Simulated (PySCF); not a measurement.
Below is a simulated gas-phase C 1s photoelectron spectrum of `CC(C)(OC(C)(C)C)C`.

Every computed line was given a Gaussian of 0.8 eV full width at half maximum and an area set by the number of equivalent atoms; the highest printed point is 100. The calculation used delta-SCF UKS SCAN, pcX-2 on the ionised atom, pcseg-1 elsewhere, spin-free X2C (PySCF).

```
binding energy (eV)  intensity
              289.1          0
              289.2          1
              289.3          1
              289.4          3
              289.5          6
              289.6         12
              289.7         21
              289.8         34
              289.9         50
              290.0         68
              290.1         84
              290.2         96
              290.3        100
              290.4         96
              290.5         84
              290.6         67
              290.7         50
              290.8         34
              290.9         22
              291.0         15
              291.1         11
              291.2         12
              291.3         15
              291.4         20
              291.5         26
              291.6         30
              291.7         33
              291.8         33
              291.9         30
              292.0         25
              292.1         20
              292.2         14
              292.3          9
              292.4          5
              292.5          3
              292.6          1
              292.7          1
              292.8          0
              292.9          0
```

Task: Count the maxima, the lines and the sites behind this envelope.

Result: The curve has 2 maxima (at 290.3 and 291.7 eV). Under it lie 2 lines from 2 inequivalent carbon sites.

Task: Decompose the envelope and assign each component. Numbering: `[CH3:1][C:2]([CH3:3])([CH3:4])[O:5][C:6]([CH3:7])([CH3:8])[CH3:9]`.

Result: 
| position (eV) | relative area | line | atoms | environment |
| --- | --- | --- | --- | --- |
| 290.30 | 6 | C 1s | C1 (×6) | methyl carbon |
| 291.75 | 2 | C 1s | C2/C6 | sp3 carbon bound to oxygen |

Task: What are the centre and the root-mean-square width of the whole band?

Result: The area-weighted mean of the lines is 290.66 eV. Their own spread about it is 0.63 eV (rms) and each Gaussian has σ = 0.8/2.355 = 0.34 eV; the variances add, which gives 0.71 eV.

Lowest listed C 1s: C1 (×6), bonded to C and 3 H. Highest, 1.45 eV above it: C2/C6, bonded to O and 3 C.

The curve has no shake-up lines and no vibrational structure. Topologically equivalent atoms share the value of their first member; where this conformer doesn't relate them by symmetry, their own values could differ. Isolated species at its PBE0-D3(BJ)/def2-SVP geometry, gas phase.

Conformer computed: `[CH3:1][C:2]([CH3:3])([CH3:4])[O:5][C:6]([CH3:7])([CH3:8])[CH3:9]`: C1–C2–O5–C6 -46°, C2–O5–C6–C7 -46°.
